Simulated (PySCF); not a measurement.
# EuSi at r²SCAN

Computed with r²SCAN; PySCF, spin-free X2C with a Gaussian nucleus, basis sets Eu x2c-SVPall, Si x2c-SVPall.

| Property | Result |
| --- | --- |
| state | Ms = 4.5 determinant of mixed spin, about 7.0 electrons in the 4f shell (Mulliken) |
| bond length | 2.858 Å |
| harmonic wavenumber | 237 cm⁻¹ |
| force constant | 0.783 mdyn/Å |
| rotational constant Be | 0.08728 cm⁻¹ |
| anharmonicity ωexe | 0.816 cm⁻¹ |
| vibration–rotation constant αe | 0.000391 cm⁻¹ |
| well depth De to Eu (4f7 6s2) + Si | 45.9 kcal/mol |
| dissociation energy D0 | 45.6 kcal/mol |
| bond order (Mayer) | 1.56 |
| dipole moment (positive dipole means Eu(−)Si(+)) | -4.55 D |

Spin–orbit coupling is left out, which matters for elements this heavy, above all for dissociation energies. The state is the lowest single determinant that the PBE0 search found; with open d or f shells the true ground state can be another one.
